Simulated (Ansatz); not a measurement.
**Ligand exchange: C2H3Cl2In + C2H4Ge → C2H4ClIn + C2H3ClGe**

Gas-phase species: C2H3Cl2In `C=[CH][In]([Cl])[Cl]`, singlet; C2H4Ge `C#[C][GeH3]`, singlet; C2H4ClIn `C=[CH][InH][Cl]`, singlet; C2H3ClGe `C#[C][GeH2][Cl]`, singlet. The partners trade Cl for H: In–Cl and Ge–H bonds give way to In–H and Ge–Cl.

Shapes, held fixed at every level: PBE0-D4/def2-TZVP. Flexible molecules stand in one conformer, not always the lowest. Programs: Ansatz 0.2.0. Electronic energies: no zero-point or thermal term.

Question: Estimate ΔE of this reaction.

Answer: The highest level, CCSD(T)/def2-TZVPP, gives ΔE = +45.6 kJ/mol; the levels span +43.8 to +56.8. The column of differences is taken from that level and isn't an error. No measured value is set beside it here. For atoms past krypton def2 sets carry core potentials with scalar relativity. Relativity is left out for Ge. Outer-core shells of Ge, In are correlated, in sets that cover them unevenly.

```csv
level,kind,ΔE (kJ/mol),less CCSD(T)/def2-TZVPP
PBE-D4/def2-TZVPP,GGA,+43.8,-1.8
r2SCAN-D4/def2-TZVPP,meta-GGA,+46.1,+0.5
B3LYP-D4/def2-TZVPP,global hybrid,+45.1,-0.5
B2PLYP/def2-TZVPP,double hybrid,+47.1,+1.5
MP2/def2-SVP,perturbation theory,+56.8,+11.2
CCSD/def2-SVP,coupled cluster or CI,+56.5,+10.9
CCSD/def2-TZVPP,coupled cluster or CI,+45.5,-0.1
CCSD(T)/def2-TZVPP,coupled cluster or CI,+45.6,0.0
```
